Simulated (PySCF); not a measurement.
Se(NH2)(SH) (H₃NSSe), SMILES N[Se]S. Coordinates come from a B3LYP-D3(BJ)/def2-TZVP optimisation. The values are those of a single conformer.

TDDFT-PBE0/def2-SVPD in PySCF 2.14.0 puts the lowest singlet excitations at 4.20, 4.78, 5.06, 5.46, 5.87, 5.90 eV.

What are the lowest excitation roots from ADC(2)/aug-cc-pVDZ in PySCF 2.14.0? (An estimate is asked for; the answer gives what the named calculation found.)

4.50, 5.09, 5.20, 5.49, 5.70, 5.74 eV. S1 differs by 0.30 eV (second minus first; roots are paired by order, and the bases may differ).
